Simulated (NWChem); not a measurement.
# ZnNH2I; SMILES [NH2][Zn][I]

```xyz
5

Zn     0.0020     1.2116    -0.0200
I     -0.0004    -1.2179     0.0073
N     -0.0044     3.0268     0.1049
H     -0.8235     3.5040    -0.2653
H      0.8152     3.5098    -0.2566
```
Atoms are numbered in this order, from 1.

Program: NWChem. The geometry was optimised at PBE0/def2-SVP. Not confirmed as a minimum by frequencies. def2 effective core potentials on I; no spin-orbit coupling. Ions are spin-unrestricted doublets at the neutral geometry; other ion states weren't tried.

Task: Predict the results for PBE/def2-SVP. Quantities: vertical ionisation energy, ΔSCF (eV); −ε(HOMO) (eV).

Result: 
* **vertical ionisation energy, ΔSCF (eV)**: 8.62
* **−ε(HOMO) (eV)**: 5.37
